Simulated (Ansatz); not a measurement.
Start from `CC(C)Cc1ccccc1` and change one atom or group to get `Brc1ccccc1`.

Ansatz, PBE0-D4/def2-TZVP geometries, multiplicity 1. Each molecule was computed in one conformer, which needn't be the lowest.

Scalar relativity is left out up to krypton. Spin–orbit coupling is left out; it splits and shifts lone-pair levels of the heavy atoms by tenths of an eV.

| property | `CC(C)Cc1ccccc1` |
| --- | --- |
| HOMO–LUMO gap (B3LYP/def2-TZVPP) / eV | 6.36 |
| LUMO energy (ωB97M-V/def2-TZVPP) / eV | 1.80 |
| LUMO energy (B3LYP/def2-TZVPP) / eV | -0.36 |
| HOMO energy (PBE/def2-TZVPP) / eV | -5.97 |
| size of the dipole moment (PBE/def2-TZVPP) / D | 0.35 |
| HOMO energy (B3LYP/def2-TZVPP) / eV | -6.72 |

(1) Give the same properties after the change, and the shifts. (Estimate.)

Answers

(1) Computed: 
| property | `Brc1ccccc1` | shift |
| --- | --- | --- |
| HOMO–LUMO gap (B3LYP/def2-TZVPP) / eV | 6.08 | -0.28 |
| LUMO energy (ωB97M-V/def2-TZVPP) / eV | 1.44 | -0.36 |
| LUMO energy (B3LYP/def2-TZVPP) / eV | -0.78 | -0.42 |
| HOMO energy (PBE/def2-TZVPP) / eV | -6.06 | -0.09 |
| size of the dipole moment (PBE/def2-TZVPP) / D | 1.67 | 1.32 |
| HOMO energy (B3LYP/def2-TZVPP) / eV | -6.86 | -0.14 |

With PBE0 the HOMO falls by 0.14 eV and the LUMO falls by 0.42 eV, so the gap narrows by about 0.28 eV. PBE moves the HOMO by -0.09 eV and ωB97M-V by -0.13 eV. Dipoles are sizes alone; their direction can turn.

B3LYP here is the variant with VWN-RPA as its local correlation; programs differ in this.
